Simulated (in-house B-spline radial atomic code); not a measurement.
Ionisation energies along the 53-electron series, configuration [Kr] 4d10 5s2 5p5, as differences of self-consistent energies. Dirac energy differences include first-order Breit, QED and recoil terms. NIST's values go from ground level to ground level; the uncertainty of those that are theory runs from under 0.1 % in few-electron ions to several per cent in heavy many-electron ones. Computed with a radial B-spline atomic code at the basis-set limit: Dirac-Hartree-Fock, average of the configuration, finite nuclei.

| ion | configuration after | ionisation energy (eV) | IE/(q+1)² (eV) | Breit and QED recoil part (eV) | tabulated value (eV) | tabulated kind | computed minus tabulated (eV) |
| --- | --- | --- | --- | --- | --- | --- | --- |
| I | [Kr] 4d10 5s2 5p4 | 10.27 | 10.27 | -0.003535 | 10.45124 | measured | -0.18 |
| Xe+ | [Kr] 4d10 5s2 5p4 | 20.87 | 5.2184 | -0.0092482 | 20.975 | semi-empirical | -0.10 |
| Cs2+ | [Kr] 4d10 5s2 5p4 | 33.19 | 3.6873 | -0.016246 | 33.195 | semi-empirical | -0.01 |
| Ba3+ | [Kr] 4d10 5s2 5p4 | ? | ? | ? | ? | semi-empirical | ? |
| La4+ | [Kr] 4d10 5s2 5p4 | ? | ? | ? | ? | semi-empirical | ? |
| Ce5+ | [Kr] 4d10 5s2 5p4 | 79.05 | 2.196 | -0.044597 | 77.6 | semi-empirical | 1.45 |

Problem. Fill in the row of Ba3+.

Solution. ionisation energy (eV): 47.04; IE/(q+1)² (eV): 2.9403; Breit and QED recoil part (eV): -0.024464; tabulated value (eV): 47; computed minus tabulated (eV): 0.04.

Problem. Fill in the row of La4+.

Solution. ionisation energy (eV): 62.36; IE/(q+1)² (eV): 2.4942; Breit and QED recoil part (eV): -0.033905; tabulated value (eV): 61.6; computed minus tabulated (eV): 0.76.

Where a p, d or f electron is removed, the computed value is a mean over both j, so it misses the tabulated one by a part of the spin-orbit splitting; averaging over terms and missing correlation add to the gap, relatively most at low charge.
